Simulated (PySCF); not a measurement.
## Correlation energy of Pd(3+) (palladium, charge +3)

[Kr] 4d7, high-spin 4F determinant. Computed with PySCF 2.14 in aug-cc-pVTZ-PP with ECP28MDF, with a scalar-relativistic core potential. Frozen: 4s2 4p6; 7 electrons correlated.

| level | correlation energy (mhartree) |
| --- | --- |
| CCSD | -161.75 |
| (T) | -3.01 |
| CCSD(T) | -164.76 |

Diagnostics: T1 = 0.00061, D1 = 0.0012, largest double amplitude 0.019.

Cost of the coupled-cluster step: roughly 30 core-seconds, for 7 correlated electrons.

Iterations:

```
CC2 = 0
CCSD nocc = (np.int64(5), np.int64(2)), nmo = (84, 84)
frozen orbitals [[0, 1, 2, 3], [0, 1, 2, 3]]
max_cycle = 100
direct = 0
conv_tol = 1e-08
conv_tol_normt = 1e-06
diis_space = 8
diis_start_cycle = 0
Init t2, MP2 energy = -0.157976421690691
Init E_corr(UCCSD) = -0.157976421692798
cycle = 1  E_corr(UCCSD) = -0.161253994526655  dE = -0.00327757283  norm(t1,t2) = 0.00973058
cycle = 2  E_corr(UCCSD) = -0.161607705506677  dE = -0.00035371098  norm(t1,t2) = 0.00348132
cycle = 3  E_corr(UCCSD) = -0.161758852894313  dE = -0.000151147388  norm(t1,t2) = 0.00177301
cycle = 4  E_corr(UCCSD) = -0.161748580829119  dE = 1.02720652e-05  norm(t1,t2) = 0.000491799
cycle = 5  E_corr(UCCSD) = -0.161748674392714  dE = -9.35635952e-08  norm(t1,t2) = 0.000124021
cycle = 6  E_corr(UCCSD) = -0.161749876620682  dE = -1.20222797e-06  norm(t1,t2) = 3.76947e-05
cycle = 7  E_corr(UCCSD) = -0.161749595466433  dE = 2.81154249e-07  norm(t1,t2) = 7.01407e-06
cycle = 8  E_corr(UCCSD) = -0.16174959963286  dE = -4.16642634e-09  norm(t1,t2) = 1.24131e-06
cycle = 9  E_corr(UCCSD) = -0.16174960663806  dE = -7.0052002e-09  norm(t1,t2) = 1.98471e-07
UCCSD converged
E(UCCSD) = -124.7622334221811  E_corr = -0.1617496066380599
UCCSD(T) correction = -0.00300532682372335
```
